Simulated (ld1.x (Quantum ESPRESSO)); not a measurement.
**What one change does to a pseudopotential (selenium (Se), PAW)**

selenium (Se), PAW, made with ld1.x (Quantum ESPRESSO) 7.5 (PBE, scalar-relativistic). Core [Ar], reference 3d10 4s2 4p3.5 (charge +0.5). Waves: 4s (bound): rcut 1.65, rcutus 1.80 bohr; 4s channel at -0.75 Ry: rcut 1.65, rcutus 1.80 bohr; 4p (bound): rcut 1.05, rcutus 1.40 bohr; 4p channel at 0.85 Ry: rcut 1.05, rcutus 1.40 bohr; 3d (bound): rcut 0.65, rcutus 0.80 bohr; 3d channel at -2.7 Ry: rcut 0.65, rcutus 0.80 bohr. Local part: all-electron potential smoothed inside 1.00 bohr (lloc = -1). Core correction: Bessel-smoothed model core, default radius (core density twice the valence density). Augmentation charge: BG, radius 0.70 bohr.

Change: augmentation BESSEL, radius 0.70 bohr.

Cutoffs: the cutoffs (Ry, on a coarse ladder) from which the occupation-weighted sum of valence levels, in a spherical-Bessel basis at the reference potential, stays within 10 and 1 mRy of its value at 400 Ry; they do not see the model core or the augmentation charge, which bear on the density cutoff. Errors are all-electron minus pseudo energies relative to the spin-unpolarised reference configuration.

Question: What does the change do?

Answer: Both files keep a bound ghost (p, s); of the 7 tests that both files solve, the error grows in 2 and shrinks in 2 by more than 15 % and 0.3 meV (median size 30.9 → 16.8 meV).

```tsv
quantity	base	changed
cutoff, loose	260 Ry	260 Ry
cutoff, tight	over 300 Ry	over 300 Ry
bound ghosts	s, p	s, p
error for 3d10 4s2 4p4, meV [ΔE -4.31 eV]	+0.8	+1.0
error for 3d10 4s2 4p3, meV [ΔE 6.54 eV]	-1.2	-1.2
error for 3d10 4s2 4p2, meV [ΔE 26.88 eV]	-5.8	-4.1
error for 3d10 4s2 4p0, meV [ΔE 99.94 eV]	-31	-17
error for 3d10 4s1 4p4, meV [ΔE 18.07 eV]	+69	+99
error for 3d10 4s1 4p5, meV [ΔE 6.57 eV]	+74	+108
error for 3d9 4s2 4p4, meV [ΔE 59.78 eV]	-585	-530
s: phases at 1.95 bohr within 0.05 rad from the reference energy up to (Ry; the scan ends near 5)	to the end of the scan	to the end of the scan
p: phases at 1.95 bohr within 0.05 rad from the reference energy up to (Ry; the scan ends near 5)	to the end of the scan	to the end of the scan
d: phases at 1.95 bohr within 0.05 rad from the reference energy up to (Ry; the scan ends near 5)	to the end of the scan	to the end of the scan
lowest overlap eigenvalue by channel	s 0.20, p 0.65, d 0.91	s 0.20, p 0.65, d 0.91
```

Base: ld1.x warns that Blöchl-style (BG) augmentation functions are not a good idea. A true bound ghost makes a file unfit for plane-wave use even where its test errors are small: the radial tests pick states by their node count and pass the ghost by.
